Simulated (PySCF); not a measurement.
Ge(Cl)2(Me)(OH) (CH4Cl2GeO), SMILES [Ge]([OH])([Cl])([Cl])[CH3]. Coordinates come from a B3LYP-D3(BJ)/def2-SVP optimisation. This is a generated structure with no PubChem entry under its InChIKey; it may be hypothetical. Other conformers were not sampled.

Problem. Give the equilibrium geometry at B3LYP-D3(BJ)/def2-SVP (PySCF confirms it by a frequency run) as bond lengths and angles, and its point group. (An estimate is asked for; the answer gives what the named calculation found.)

Solution. This is not unique; one that fits is point group Cs.
Atoms: C1 Ge2 O3 Cl4 Cl5 H6 H7 H8 H9. Bonded distances (Å): C1–Ge2 1.931, C1–H6 1.099, C1–H7 1.098, C1–H8 1.099, Ge2–O3 1.767, Ge2–Cl4 2.172, Ge2–Cl5 2.172, O3–H9 0.967. Bond angles (°): Ge2–C1–H6 109.0, Ge2–C1–H7 109.4, Ge2–C1–H8 109.0, H6–C1–H7 109.8, H6–C1–H8 109.9, H7–C1–H8 109.8, C1–Ge2–O3 108.8, C1–Ge2–Cl4 111.8, C1–Ge2–Cl5 111.8, O3–Ge2–Cl4 109.0, O3–Ge2–Cl5 109.0, Cl4–Ge2–Cl5 106.4, Ge2–O3–H9 113.5.
